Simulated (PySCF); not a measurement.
Compound: C3H7NSi.
Structure used (PBE0-D3(BJ)/def2-SVP), in Å, numbered top down from 1:
```
atom  x, y, z in Å
C1     2.744   -0.555    0.158
C2     1.362   -0.120    0.074
C3     0.203    0.255    0.001
Si4   -1.559    0.777   -0.080
N5    -2.714   -0.435    0.359
H6     3.314   -0.235   -0.728
H7     2.811   -1.652    0.223
H8     3.238   -0.134    1.048
H9    -1.849    1.192   -1.482
H10   -1.736    1.926    0.855
H11   -2.822   -1.238   -0.252
H12   -2.752   -0.731    1.328
```

Computed, not measured: TDDFT CAM-B3LYP/def2-SVPD, vertical, gas phase, core orbitals frozen in the response (PySCF).

Transition dipole moments from the ground state, in atomic units and in the frame of the coordinates above (overall signs are arbitrary), for the states with f of 0.002 or more among the lowest 10:

```tsv
state	E (eV)	μx	μy	μz
S2	6.055	0.292	-0.038	-0.043
S4	6.518	-0.625	0.144	-0.033
S5	7.101	-0.009	-0.049	-0.140
S6	7.159	-0.121	-0.229	0.077
S8	7.809	0.302	-0.110	0.027
S9	7.973	-0.307	0.034	-0.100
S10	7.981	1.433	-0.233	0.003
```

Task: What oscillator strength does each state have?

Result: f = (2/3) ΔE |μ|² with ΔE in hartree (27.2114 eV).

```
state  |μ|² (au)  |μ| (D)      f
   S2      0.089     0.76  0.013
   S4      0.412     1.63  0.066
   S5      0.022     0.38  0.004
   S6      0.073     0.69  0.013
   S8      0.104     0.82  0.020
   S9      0.105     0.83  0.021
  S10      2.106     3.69  0.412
```

Task: What angle do the transition dipoles of S2 and S4 make?

Result: |cos θ| = |μa·μb| / (|μa| |μb|) = 0.98, so θ ≈ 13° (taken between 0 and 90°, since the signs are arbitrary).

Task: How is the summed strength of these states shared among x, y and z?

Result: (2/3) Σ ΔE μα² gives 0.515 for x, 0.026 for y and 0.007 for z, 0.548 in all.

Task: What peak molar absorption coefficient would the strongest computed level give as a lone Gaussian band 0.4 eV wide at half height?

Result: ε(max) = 2.175×10⁸ f / FWHM, with the width in cm⁻¹. S10: 2.175×10⁸ × 0.4119 / 3226 ≈ 28000 L mol⁻¹ cm⁻¹.

The vertical ionisation energy (ΔSCF) is 9.57 eV, 1.59 eV above S10.

One conformer stands for the species.
